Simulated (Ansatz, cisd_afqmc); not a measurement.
Species: CH₄N₂S, charge 0, singlet. CH4N2S (SMILES NC(=S)N).
B3LYP-D3(BJ)/def2-TZVP minimum from Ansatz (a quantum-chemistry and plane-wave program):
```xyz
8

N      0.8123    -1.2440    -0.4493
C     -0.0741    -0.3028    -0.0243
N     -1.3085    -0.7840     0.2868
S      0.3198     1.3070     0.1047
H      0.6740    -2.2135    -0.2113
H      1.7626    -0.9334    -0.5542
H     -1.6220    -1.6607    -0.0991
H     -2.0134    -0.0916     0.4721
```
Charge 0, spin multiplicity 1.

Total energies in cc-pV(T+d)Z, 24 correlated electrons, 8 frozen orbitals. Open shells are spin-unrestricted; no spin-orbit coupling. Cores are frozen in correlated methods. No relativity. The Monte Carlo rows (phaseless AFQMC, CISD trial, step 0.005/hartree) carry one-sigma bars that omit the constraint's bias. Outlying blocks are dropped, and bars are widened where a walk drifts. Over all cases where full CI ran beside it in this data, AFQMC minus full CI had a median of +0.1 mEh and passed +0.4 mEh in a tenth of the cases.

```csv
method,program,energy (Eh),minus AFQMC/CISD (mEh)
HF,Ansatz,-546.71733,814.3 ± 0.4
MP2,Ansatz,-547.46682,64.8 ± 0.4
CCSD,Ansatz,-547.49339,38.2 ± 0.4
CCSD(T),Ansatz,-547.52953,2.1 ± 0.4
AFQMC/CISD,cisd_afqmc,-547.5316 ± 0.0004,0.0
```
